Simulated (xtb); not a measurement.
diboron tetrachloride (B2Cl4), singlet, from a rough starting geometry.

xtb was given this input:
```
$ xtb mol.xyz --gfn 2 --opt vtight --json

# file mol.xyz
6

Cl    -1.64855258    -1.40454991     0.63935645
B     -0.83489094    -0.08730784    -0.03375667
Cl    -1.81303683     1.07185373    -0.93070163
B      0.85218908     0.09320297     0.01403120
Cl     1.89779280    -1.06331295    -0.61396294
Cl     1.55324383     1.33613837     0.91923122
```

**Question.** What does this run give for the dipole moment, HOMO-LUMO gap, total energy at the end of the optimisation?

**Answer.** 
| Quantity | Result |
|---|---|
| dipole moment | 0.00 D |
| HOMO-LUMO gap | 3.40 eV |
| total energy at the end of the optimisation | -20.7718 Eh |
